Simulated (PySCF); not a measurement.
**Electrostatic potential from atomic charges**

Species: `CO[C@H](C)C(Cl)Cl`. Coordinates (GFN2-xTB, Å) and charges (e) from the PBE0/pcSseg-1 density (PySCF):

```json
{"atom": "C1", "x": "-1.328", "y": "-1.573", "z": "0.413", "Mulliken": "-0.0292", "IAO": "-0.2048", "Hirshfeld": "-0.0386", "ESP-fitted": "-0.1543"}
{"atom": "O2", "x": "-0.904", "y": "-0.552", "z": "-0.458", "Mulliken": "-0.4901", "IAO": "-0.3832", "Hirshfeld": "-0.1319", "ESP-fitted": "-0.2911"}
{"atom": "C3", "x": "-0.035", "y": "0.405", "z": "0.092", "Mulliken": "+0.0094", "IAO": "+0.0945", "Hirshfeld": "+0.0352", "ESP-fitted": "+0.3404"}
{"atom": "C4", "x": "-0.065", "y": "1.632", "z": "-0.811", "Mulliken": "-0.1932", "IAO": "-0.4304", "Hirshfeld": "-0.1373", "ESP-fitted": "-0.5890"}
{"atom": "C5", "x": "1.389", "y": "-0.164", "z": "0.244", "Mulliken": "-0.2158", "IAO": "-0.1173", "Hirshfeld": "+0.0270", "ESP-fitted": "-0.6504"}
{"atom": "Cl6", "x": "2.427", "y": "1.000", "z": "1.090", "Mulliken": "-0.0584", "IAO": "-0.0736", "Hirshfeld": "-0.0371", "ESP-fitted": "+0.0021"}
{"atom": "Cl7", "x": "2.095", "y": "-0.570", "z": "-1.329", "Mulliken": "-0.0546", "IAO": "-0.0642", "Hirshfeld": "-0.0396", "ESP-fitted": "+0.0324"}
{"atom": "H8", "x": "-1.711", "y": "-1.158", "z": "1.352", "Mulliken": "+0.0926", "IAO": "+0.1237", "Hirshfeld": "+0.0395", "ESP-fitted": "+0.0818"}
{"atom": "H9", "x": "-0.530", "y": "-2.288", "z": "0.638", "Mulliken": "+0.0970", "IAO": "+0.1218", "Hirshfeld": "+0.0374", "ESP-fitted": "+0.0878"}
{"atom": "H10", "x": "-2.130", "y": "-2.094", "z": "-0.108", "Mulliken": "+0.1302", "IAO": "+0.1657", "Hirshfeld": "+0.0558", "ESP-fitted": "+0.1350"}
{"atom": "H11", "x": "-0.370", "y": "0.679", "z": "1.109", "Mulliken": "+0.1203", "IAO": "+0.1248", "Hirshfeld": "+0.0333", "ESP-fitted": "+0.1020"}
{"atom": "H12", "x": "0.613", "y": "2.393", "z": "-0.437", "Mulliken": "+0.1261", "IAO": "+0.1530", "Hirshfeld": "+0.0327", "ESP-fitted": "+0.1915"}
{"atom": "H13", "x": "-1.075", "y": "2.029", "z": "-0.839", "Mulliken": "+0.1272", "IAO": "+0.1552", "Hirshfeld": "+0.0464", "ESP-fitted": "+0.1654"}
{"atom": "H14", "x": "0.224", "y": "1.348", "z": "-1.819", "Mulliken": "+0.1352", "IAO": "+0.1586", "Hirshfeld": "+0.0318", "ESP-fitted": "+0.1953"}
{"atom": "H15", "x": "1.394", "y": "-1.079", "z": "0.840", "Mulliken": "+0.2034", "IAO": "+0.1761", "Hirshfeld": "+0.0457", "ESP-fitted": "+0.3510"}
```

Points outside the species (Å): A (2.5, -3.5, -1.0); B (0.6, -7.1, 1.7); C (-1.9, -3.0, 3.9); D (-1.2, 8.3, -4.0); E (2.2, -3.0, -4.8).

**Question.** Find the potential V = 14.3996 V·Å × Σ q/r of each set of charges at these points.

**Answer.** In volts:

| point | nearest atom | distance (Å) | Mulliken | IAO | Hirshfeld | ESP-fitted |
| --- | --- | --- | --- | --- | --- | --- |
| A | Cl7 | 2.98 | -0.210 | -0.118 | -0.006 | -0.102 |
| B | H9 | 5.06 | +0.084 | +0.107 | +0.066 | +0.103 |
| C | H8 | 3.15 | +0.327 | +0.343 | +0.171 | +0.305 |
| D | H13 | 7.02 | +0.027 | -0.012 | -0.026 | -0.015 |
| E | Cl7 | 4.24 | -0.235 | -0.206 | -0.074 | -0.156 |

**Question.** How far are the other sets from the ESP-fitted one at these points?

**Answer.** Root-mean-square difference: IAO 0.029 V, Mulliken 0.064 V, Hirshfeld 0.084 V. The ESP scheme fits charges at the nuclei, held to the total charge, to the electrostatic potential on points at 1.4 to 2.0 times the van der Waals radii.

**Question.** What energy would a point charge of -1 e have at C in the field of the ESP charges, leaving out polarisation?

**Answer.** -0.305 eV = -29.4 kJ/mol, an attraction.

One conformer (not necessarily the lowest) at the GFN2-xTB geometry, without solvent, vibrations or thermal averaging.

Conformer computed: `[CH3:1][O:2][C@H:3]([CH3:4])[CH:5]([Cl:6])[Cl:7]`: C1–O2–C3–C4 -161°, O2–C3–C5–Cl6 -174°.
